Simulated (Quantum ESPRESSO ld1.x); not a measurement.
Results of a calculation; reference values are marked as such.
Input (ld1.x (Quantum ESPRESSO 7.5)):

```
 &input
    atom='Yb',
    iswitch=1,
    rel=0,
    lsd=1,
    dft='PW',
    config='[Xe] 4f14',
    verbosity='high',
    prefix='ld1',
    max_out_wfc=37,
    file_charge='ld1.rho',
 /
```

It prints (banner and zero overlaps left out):

```
     Program LD1 v.7.5 starts

     --------------------------- All-electron run ----------------------------

     atomic number is 70.00
     dft =PW   lsd =1 sic =0 latt =0  beta=0.20 tr2=1.0E-14
     Exchange-correlation= PW
                           (   1   4   0   0   0   0   0)
     mesh =1983 r(mesh) = 100.23373 a.u. xmin = -7.00 dx = 0.00800
     1 Ry =  13.60569312 eV

     n l     nl                  e(Ry)          e(Ha)          e(eV)
     1 0     1S 1( 1.00)   -4169.178856115   -2084.589428057 -56724.5680912
     2 0     2S 1( 1.00)    -676.993720634    -338.496860317  -9210.9688091
     2 1     2P 1( 3.00)    -647.392848095    -323.696424048  -8808.2284212
     3 0     3S 1( 1.00)    -151.984728832     -75.992364416  -2067.8575799
     3 1     3P 1( 3.00)    -138.428980127     -69.214490063  -1883.4222229
     4 0     4S 1( 1.00)     -29.657958319     -14.828979160   -403.5170795
     4 1     4P 1( 3.00)     -24.150502079     -12.075251040   -328.5843201
     3 2     3D 1( 5.00)    -113.084813812     -56.542406906  -1538.5972736
     5 0     5S 1( 1.00)      -4.405043017      -2.202521509    -59.9336635
     5 1     5P 1( 3.00)      -2.962548200      -1.481274100    -40.3075217
     4 2     4D 1( 5.00)     -14.184349275      -7.092174638   -192.9879034
     4 3     4F 1( 7.00)      -1.607248392      -0.803624196    -21.8677284
     1 0     1S 2( 1.00)   -4169.178856115   -2084.589428057 -56724.5680912
     2 0     2S 2( 1.00)    -676.993720634    -338.496860317  -9210.9688091
     2 1     2P 2( 3.00)    -647.392848095    -323.696424048  -8808.2284212
     3 0     3S 2( 1.00)    -151.984728832     -75.992364416  -2067.8575799
     3 1     3P 2( 3.00)    -138.428980127     -69.214490063  -1883.4222229
     4 0     4S 2( 1.00)     -29.657958319     -14.828979160   -403.5170795
     4 1     4P 2( 3.00)     -24.150502079     -12.075251040   -328.5843201
     3 2     3D 2( 5.00)    -113.084813812     -56.542406906  -1538.5972736
     5 0     5S 2( 1.00)      -4.405043017      -2.202521509    -59.9336635
     5 1     5P 2( 3.00)      -2.962548200      -1.481274100    -40.3075217
     4 2     4D 2( 5.00)     -14.184349275      -7.092174638   -192.9879034
     4 3     4F 2( 7.00)      -1.607248392      -0.803624196    -21.8677284

     final scf error:  9.6E-15 reached in  41 iterations

     Etot =  -26774.742534 Ry,  -13387.371267 Ha, -364288.930363 eV
     Total magnetization:    0.00 Bohr mag.

     Ekin =   26764.384081 Ry,   13382.192041 Ha,  364147.996432 eV
     Encl =  -63710.385202 Ry,  -31855.192601 Ha, -866823.949811 eV
     Eh   =   10715.440784 Ry,    5357.720392 Ha,  145790.998990 eV
     Exc  =    -544.182197 Ry,    -272.091098 Ha,   -7403.975974 eV

     normalization and overlap integrals

     s(1S/1S) =  1.000000  <r> =   0.0217  <r2> =    0.0006  r(max) =   0.0144
     s(2S/2S) =  1.000000  <r> =   0.0918  <r2> =    0.0099  r(max) =   0.0785
     s(2P/2P) =  1.000000  <r> =   0.0777  <r2> =    0.0073  r(max) =   0.0608
     s(3S/3S) =  1.000000  <r> =   0.2346  <r2> =    0.0627  r(max) =   0.2169
     s(3P/3P) =  1.000000  <r> =   0.2244  <r2> =    0.0582  r(max) =   0.2051
     s(4S/4S) =  1.000000  <r> =   0.5275  <r2> =    0.3140  r(max) =   0.4904
     s(4P/4P) =  1.000000  <r> =   0.5375  <r2> =    0.3286  r(max) =   0.4944
     s(3D/3D) =  1.000000  <r> =   0.1975  <r2> =    0.0456  r(max) =   0.1613
     s(5S/5S) =  1.000000  <r> =   1.3189  <r2> =    1.9607  r(max) =   1.1636
     s(5P/5P) =  1.000000  <r> =   1.4949  <r2> =    2.5435  r(max) =   1.2808
     s(4D/4D) =  1.000000  <r> =   0.5630  <r2> =    0.3681  r(max) =   0.4944
     s(4F/4F) =  1.000000  <r> =   0.7420  <r2> =    0.7364  r(max) =   0.4750
     s(1S/1S) =  1.000000  <r> =   0.0217  <r2> =    0.0006  r(max) =   0.0144
     s(2S/2S) =  1.000000  <r> =   0.0918  <r2> =    0.0099  r(max) =   0.0785
     s(2P/2P) =  1.000000  <r> =   0.0777  <r2> =    0.0073  r(max) =   0.0608
     s(3S/3S) =  1.000000  <r> =   0.2346  <r2> =    0.0627  r(max) =   0.2169
     s(3P/3P) =  1.000000  <r> =   0.2244  <r2> =    0.0582  r(max) =   0.2051
     s(4S/4S) =  1.000000  <r> =   0.5275  <r2> =    0.3140  r(max) =   0.4904
     s(4P/4P) =  1.000000  <r> =   0.5375  <r2> =    0.3286  r(max) =   0.4944
     s(3D/3D) =  1.000000  <r> =   0.1975  <r2> =    0.0456  r(max) =   0.1613
     s(5S/5S) =  1.000000  <r> =   1.3189  <r2> =    1.9607  r(max) =   1.1636
     s(5P/5P) =  1.000000  <r> =   1.4949  <r2> =    2.5435  r(max) =   1.2808
     s(4D/4D) =  1.000000  <r> =   0.5630  <r2> =    0.3681  r(max) =   0.4944
     s(4F/4F) =  1.000000  <r> =   0.7420  <r2> =    0.7364  r(max) =   0.4750

     ------------------------ End of All-electron run ------------------------
```

Run on one thread of a shared host, so times are rough (Intel(R) Xeon(R) Processor @ 2.60GHz): 0.5 s of CPU time, 0.9 s wall, 41 iterations on 1983 mesh points.
